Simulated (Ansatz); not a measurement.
`BO[SiH3]` + `N[SiH2]F` → `BN[SiH2]F` + `O[SiH3]` at 700 K and 1 bar (ligand exchange at a B–O bond).

Program: Ansatz. Geometries: PBE0-D4/def2-TZVP. ΔE: electronic, gas phase. CCSD(T)/CBS adds triple-zeta CCSD(T) − MP2 to the extrapolated MP2 energy (def2 sets, frozen cores). Each species was taken in one conformer, which may not be the lowest.

| species | CCSD(T)/CBS energy (Eh) | H − E (kJ/mol) | S (J/(mol·K)) |
| --- | --- | --- | --- |
| `BO[SiH3]` | -392.11480 | 190.5 | 377.2 |
| `N[SiH2]F` | -446.07709 | 173.7 | 359.9 |
| `BN[SiH2]F` | -471.49877 | 220.1 | 409.3 |
| `O[SiH3]` | -366.69042 | 144.6 | 321.6 |

H − E and S are ideal-gas, rigid-rotor, harmonic terms from PBE0-D4/def2-TZVP, for one conformer and one mirror image of each species. 1 Eh = 2625.50 kJ/mol, R = 8.31446 J/(mol·K).

Task: By hand: ΔE, ΔH, ΔS and ΔG.

Result: ΔE = (-471.49877) + (-366.69042) − (-392.11480) − (-446.07709) = 0.00270 Eh = 7.1 kJ/mol. Δ(H − E) = 220.1 + 144.6 − 190.5 − 173.7 = 0.5, so ΔH = 7.6 kJ/mol. ΔS = 409.3 + 321.6 − 377.2 − 359.9 = -6.2 J/(mol·K). ΔG = 7.6 − 700 × (-6.2)/1000 = 11.9 kJ/mol.

Task: By hand: the equilibrium constant, and the temperature at which ΔG would vanish if ΔH and ΔS stayed fixed.

Result: log₁₀ K = −ΔG/(RT ln 10) = -0.9. ΔH and −TΔS have one sign here, so there is no such temperature.

TΔS isn't small against ΔH here. A doubt of 5 kJ/mol in ΔE shifts log₁₀ K by 0.4 here. Other conformers and mirror images would add mixing entropy, several J/(mol·K) or more a flexible species. These are equilibria of isolated gas molecules and say nothing of rates. Largest T1 diagnostic: 0.013 (customary marks: 0.02 for closed shells, 0.045 for open ones).

ΔS is within the doubt of such terms, so its sign, and with it that verdict, could turn.
